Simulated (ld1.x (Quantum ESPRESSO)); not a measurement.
# Building the PAW potential for W (BP86, scalar-relativistic).

The input file (ld1.x (Quantum ESPRESSO) 7.5):

```
&input
   title='W', zed=74., rel=1, dft='BP', iswitch=3,
   config='[Xe] 4f14 5d4 6s1.75 6p0.25',
   nld=3, rlderiv=3.85, eminld=-2.0, emaxld=5.0, deld=0.02
 /
 &inputp
   pseudotype=3, lpaw=.true., tm=.true., lloc=-1, rcloc=3.00,
   nlcc=.true., new_core_ps=.true., rcore=1.95,
   which_augfun='PSQ', rmatch_augfun_nc=.true.,
   file_pseudopw='W.UPF', file_wfcaegen='ae.wfc', file_wfcncgen='nc.wfc', file_beta='beta', file_chi='chi', file_wfcusgen='us.wfc'
 /
6
6S  1  0   1.75   0.00  2.25  2.75  0.0
6S  1  0   0.00   4.50  2.25  2.75  0.0
6P  2  1   0.25   0.00  2.55  3.55  0.0
6P  2  1   0.00   0.20  2.55  3.55  0.0
5D  3  2   4.00   0.00  2.20  2.45  0.0
5D  3  2   0.00   2.70  2.20  2.45  0.0
 &test
   configts(1)='5d4 6s1.75 6p0.25'
 /
```

Command:

```bash
ld1.x < W.in > W.out
```

Resulting log (shortened: banner, matrices, multipoles, cross overlaps and the repeated all-electron block are left out):

```
Program LD1 v.7.5
     --------------------------- All-electron run ----------------------------

     W
     scalar relativistic calculation

     atomic number is 74.00
     dft =BP   lsd =0 sic =0 latt =0  beta=0.20 tr2=1.0E-14
     Exchange-correlation= BP
                           (   1   1   1   1   0   0   0)
     mesh =1273 r(mesh) =  99.08072 a.u. xmin = -7.00 dx = 0.01250
     1 Ry =  13.60569312 eV, c = 137.03599908

     n l     nl                  e(Ry)          e(Ha)          e(eV)
     1 0     1S 1( 2.00)     -5108.7194     -2554.3597    -69507.6681
     2 0     2S 1( 2.00)      -881.7583      -440.8792    -11996.9334
     2 1     2P 1( 6.00)      -771.0822      -385.5411    -10491.1083
     3 0     3S 1( 2.00)      -203.1101      -101.5550     -2763.4535
     3 1     3P 1( 6.00)      -170.3387       -85.1693     -2317.5757
     4 0     4S 1( 2.00)       -41.9293       -20.9647      -570.4774
     4 1     4P 1( 6.00)       -31.1814       -15.5907      -424.2442
     3 2     3D 1(10.00)      -132.6577       -66.3289     -1804.9006
     5 0     5S 1( 2.00)        -5.8533        -2.9266       -79.6381
     5 1     5P 1( 6.00)        -3.2154        -1.6077       -43.7471
     4 2     4D 1(10.00)       -17.5634        -8.7817      -238.9625
     4 3     4F 1(14.00)        -2.4812        -1.2406       -33.7581
     5 2     5D 1( 4.00)        -0.3667        -0.1833        -4.9887
     6 0     6S 1( 1.75)        -0.4520        -0.2260        -6.1498
     6 1     6P 1( 0.25)        -0.1229        -0.0615        -1.6727

     final scf error:  5.7E-15 reached in  27 iterations

     Etot =  -32288.954984 Ry,  -16144.477492 Ha, -439313.612781 eV

     Ekin =   35584.808086 Ry,   17792.404043 Ha,  484155.978658 eV
     Encl =  -79835.503901 Ry,  -39917.751950 Ha,-1086217.366393 eV
     Eh   =   12611.081643 Ry,    6305.540821 Ha,  171582.506782 eV
     Exc  =    -649.340813 Ry,    -324.670406 Ha,   -8834.731828 eV

     normalization and overlap integrals

     s(1S/1S) =  1.000000  <r> =   0.0183  <r2> =    0.0005  r(max) =   0.0115
     s(2S/2S) =  1.000000  <r> =   0.0776  <r2> =    0.0071  r(max) =   0.0653
     s(2P/2P) =  1.000000  <r> =   0.0694  <r2> =    0.0059  r(max) =   0.0541
     s(3S/3S) =  1.000000  <r> =   0.2010  <r2> =    0.0462  r(max) =   0.1842
     s(3P/3P) =  1.000000  <r> =   0.2013  <r2> =    0.0470  r(max) =   0.1842
     s(4S/4S) =  1.000000  <r> =   0.4495  <r2> =    0.2281  r(max) =   0.4204
     s(4P/4P) =  1.000000  <r> =   0.4780  <r2> =    0.2599  r(max) =   0.4419
     s(3D/3D) =  1.000000  <r> =   0.1824  <r2> =    0.0390  r(max) =   0.1490
     s(5S/5S) =  1.000000  <r> =   1.0667  <r2> =    1.2789  r(max) =   0.9593
     s(5P/5P) =  1.000000  <r> =   1.2492  <r2> =    1.7712  r(max) =   1.0870
     s(4D/4D) =  1.000000  <r> =   0.5114  <r2> =    0.3030  r(max) =   0.4531
     s(4F/4F) =  1.000000  <r> =   0.6078  <r2> =    0.4644  r(max) =   0.4310
     s(5D/5D) =  1.000000  <r> =   2.0605  <r2> =    5.1925  r(max) =   1.4858
     s(6S/6S) =  1.000000  <r> =   3.1499  <r2> =   11.3222  r(max) =   2.6404
     s(6P/6P) =  1.000000  <r> =   4.6701  <r2> =   25.5388  r(max) =   3.7004

     ------------------------ End of All-electron run ------------------------

     --------------------- Generating PAW atomic setup --------------------

      Generating local potential from pseudized AE potential:
      Matching radius rcloc =   3.0000

      Local pseudo, rcloc= 2.992 Estimated cut-off energy=     2.75 Ry

      Computing core charge for nlcc:

       r > 1.96 : true rho core
      Core charge pseudized with two Bessel functions
      Integrated core pseudo-charge :   9.80
      Wfc-us  6S rcutus= 2.776  Estimated cut-off energy=     5.87 Ry
      Wfc-us  6S rcutus= 2.776  Estimated cut-off energy=    14.96 Ry
      Wfc-us  6P rcutus= 3.564  Estimated cut-off energy=     5.85 Ry
      Wfc-us  6P rcutus= 3.564  Estimated cut-off energy=     6.41 Ry
      Wfc-us  5D rcutus= 2.450  Estimated cut-off energy=    19.33 Ry
      Wfc-us  5D rcutus= 2.450  Estimated cut-off energy=    16.99 Ry

     Required augmentation: PSQ   radius:    3.550000

     Q pseudized with Bessel functions
     Expected ecutrho=      86.5840 due to l1=  2   l2=  2

     Estimated PAW energy = -658.277782 Ryd

     ------------------- End of pseudopotential generation -------------------

     Computing logarithmic derivative in   3.86594
     Computing logarithmic derivative in   3.86594
     Computing the partial wave expansion
     R is outside the sphere for l=    0 j= 0.00
     R is outside the sphere for l=    0 j= 0.00
     R is outside the sphere for l=    1 j= 0.00
     R is outside the sphere for l=    1 j= 0.00
     R is outside the sphere for l=    2 j= 0.00
     R is outside the sphere for l=    2 j= 0.00

     ---------------------- Testing the pseudopotential ----------------------

     W
     scalar relativistic calculation

     atomic number is 74.00   valence charge is  6.00
     dft = SLA  PZ   B88  P86   lsd =0 sic =0 latt =0  beta=0.20 tr2=1.0E-14
     mesh =1273 r(mesh) =  99.08072 xmin = -7.00 dx = 0.01250

     n l     nl             e AE (Ry)        e PS (Ry)    De AE-PS (Ry)
     3 2     5D   1( 4.00)       -0.36666       -0.36666        0.00000
     1 0     6S   1( 1.75)       -0.45200       -0.45200        0.00000
     2 1     6P   1( 0.25)       -0.12294       -0.12294        0.00000

     eps = 9.5E-16  iter =  4

     Etot =  -32288.954984 Ry,  -16144.477492 Ha, -439313.612781 eV
     Etotps =  -658.277784 Ry,    -329.138892 Ha,   -8956.325525 eV

     Ekin =      44.005175 Ry,      22.002587 Ha,     598.720904 eV
     Encl =     -66.282901 Ry,     -33.141450 Ha,    -901.824808 eV
     Ehrt =      13.340752 Ry,       6.670376 Ha,     181.510183 eV
     Ecxc =    -649.340811 Ry,    -324.670405 Ha,   -8834.731805 eV
     (Ecc =     -13.089457 Ry,      -6.544729 Ha,    -178.091141 eV)

     ---------------------- End of pseudopotential test ----------------------
```

Generation and configuration tests took about 1.9 s on one core of a shared server CPU.
